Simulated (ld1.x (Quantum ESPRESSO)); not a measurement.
**magnesium: TM pseudisation with PBE, scalar-relativistic reference atom.**

* Element: magnesium (Mg)
* Generator: ld1.x (Quantum ESPRESSO) 7.5
* Type: norm-conserving Troullier–Martins (Kleinman–Bylander form)
* Functional: PBE
* Relativity: scalar-relativistic
* Frozen core: [Ne]
* Valence charge: 2
* Reference configuration: 3s0.5 3p0 (charge +1.5)
* Partial waves: 3p (bound, empty): rc 2.60 bohr; 3s (bound): rc 2.05 bohr
* Local potential: the s channel
* Core correction: Bessel-smoothed model core, default radius (core density twice the valence density)

**Question.** Estimate the cutoffs (Ry, on a coarse ladder) from which the occupation-weighted sum of valence levels, in a spherical-Bessel basis at the reference potential, stays within 10 and 1 mRy of its value at 400 Ry.

**Answer.** 6 Ry and 10 Ry.

**Question.** Does the potential have ghost states?

**Answer.** No extra level below or beside the all-electron valence levels (p, s, d, f tested).

**Question.** Tests: 3s2 3p0; 3s1 3p0; 3s1.5 3p0; 3s0 3p1; 3s1 3p1; 3s0 3p2. Which has the largest error in its energy relative to the reference configuration, and how large is it?

**Answer.** 3s1 3p1, with +15 meV (all-electron minus pseudo) on -11.06 eV.
